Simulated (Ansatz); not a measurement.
The same hydrolysis along the group B, Al, In.

Gas-phase electronic energies from Ansatz, PBE0-D4/def2-TZVP geometries. CCSD(T)/CBS is the MP2 limit (def2-TZVPP, def2-QZVPP) plus CCSD(T) − MP2 in def2-TZVPP, frozen cores. This one scheme is used for every species. Functionals use def2-TZVPP. def2 core potentials past Kr. For In outer-core shells are correlated without core-valence functions, which leaves a few kJ/mol of doubt a bond. Each species was taken in one conformer, which may not be the lowest.

| reaction | CCSD(T)/CBS(def2) (kJ/mol) |
| --- | --- |
| `CCB(N)N` + H₂O → `NB(N)O` + ethane | -105 |
| `C[CH2][Al]([NH2])[NH2]` + H₂O → `[NH2][Al]([NH2])[OH]` + ethane | -144 |
| `C[CH2][In]([NH2])[NH2]` + H₂O → `[NH2][In]([NH2])[OH]` + ethane | ? |

(1) Fill in the missing values. (An estimate is asked.)

Largest T1 diagnostic: 0.015, for `[NH2][In]([NH2])[OH]`.

## Answers

(1) Computed: `C[CH2][In]([NH2])[NH2]` + H₂O → `[NH2][In]([NH2])[OH]` + ethane: -50.0 kJ/mol.
